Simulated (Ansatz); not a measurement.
`C=C=[N][AlH2]` + `N[SiH2][GeH3]` → `[AlH2][NH][SiH2][GeH3]` + `C=C=N` at 600 K and 1 bar (ligand exchange at the Al–N bond).

Gas-phase electronic energies from Ansatz, PBE0-D4/def2-TZVP geometries. CCSD(T)/CBS adds triple-zeta CCSD(T) − MP2 to the extrapolated MP2 energy (def2 sets, frozen cores). This one scheme is used for every species. For Ge outer-core shells are correlated without core-valence functions, which leaves a few kJ/mol of doubt a bond. Scalar relativity is left out up to krypton. Each species was taken in one conformer, which may not be the lowest.

```json
{"species": "`C=C=[N][AlH2]`", "CCSD(T)/CBS energy (Eh)": "-375.19639", "H − E (kJ/mol)": "176.6", "S (J/(mol·K))": "379.6"}
{"species": "`N[SiH2][GeH3]`", "CCSD(T)/CBS energy (Eh)": "-2424.12162", "H − E (kJ/mol)": "234.0", "S (J/(mol·K))": "430.6"}
{"species": "`[AlH2][NH][SiH2][GeH3]`", "CCSD(T)/CBS energy (Eh)": "-2666.76326", "H − E (kJ/mol)": "261.2", "S (J/(mol·K))": "506.3"}
{"species": "`C=C=N`", "CCSD(T)/CBS energy (Eh)": "-132.55079", "H − E (kJ/mol)": "148.0", "S (J/(mol·K))": "296.9"}
```

H − E and S are ideal-gas, rigid-rotor, harmonic terms from PBE0-D4/def2-TZVP, for one conformer and one mirror image of each species. 1 Eh = 2625.50 kJ/mol, R = 8.31446 J/(mol·K).

By hand: ΔE, ΔH, ΔS and ΔG.

ΔE = (-2666.76326) + (-132.55079) − (-375.19639) − (-2424.12162) = 0.00396 Eh = 10.4 kJ/mol. Δ(H − E) = 261.2 + 148.0 − 176.6 − 234.0 = -1.4, so ΔH = 9.0 kJ/mol. ΔS = 506.3 + 296.9 − 379.6 − 430.6 = -7.0 J/(mol·K). ΔG = 9.0 − 600 × (-7.0)/1000 = 13.2 kJ/mol.

By hand: the equilibrium constant, and the temperature at which ΔG would vanish if ΔH and ΔS stayed fixed.

log₁₀ K = −ΔG/(RT ln 10) = -1.1. ΔH and −TΔS have one sign here, so there is no such temperature.

TΔS isn't small against ΔH here. A doubt of 5 kJ/mol in ΔE shifts log₁₀ K by 0.4 here. Other conformers and mirror images would add mixing entropy, several J/(mol·K) or more a flexible species. Modes under 60 cm⁻¹, often nearly free rotors, make the harmonic entropy too high. These are equilibria of isolated gas molecules and say nothing of rates. Largest T1 diagnostic: 0.015 (customary marks: 0.02 for closed shells, 0.045 for open ones).

ΔS is within the doubt of such terms, so its sign, and with it that verdict, could turn.
